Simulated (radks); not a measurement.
Valence configurations of Ni3+ (all share [Ar]). Method: non-relativistic Kohn-Sham, PBEsol, spin-polarised, spherical densities, point nucleus; open shells are filled with parallel spins first; computed with a radial shooting solver on a logarithmic mesh with Libxc functionals. Energies are relative to 3d7; eigenvalues in eV for spin up.

| valence | E (eV) | moment (Bohr magnetons) | e(3d) | e(4p) | e(4s) |
|---|---|---|---|---|---|
| 3d7 | 0.000 | 3 | -48.783 | - | - |
| 3d5 4s2 | 33.927 | 5 | -66.869 | - | -39.160 |
| 3d6.5 4s0.5 | 6.415 | 4 | -53.075 | - | -35.117 |
| 3d6.5 4p0.5 | 10.448 | 4 | -53.659 | -27.388 | - |
| 3d6 4s1 | 13.649 | 5 | -57.519 | - | -36.872 |
| 3d6 4p1 | 21.991 | 5 | -58.659 | -29.170 | - |
| 3d5 4p2 | 48.785 | 7 | -69.028 | -32.311 | - |
| 3d4 4s2 4p1 | 73.993 | 5 | -77.228 | -33.493 | -42.810 |
| 3d5 4s1 4p1 | 39.881 | 7 | -67.955 | -31.765 | -40.661 |

NIST lists [Ar] 3d7 as the ground configuration; this level of theory agrees among the configurations tried. The energies are those of spherical high-spin densities, not of single terms.
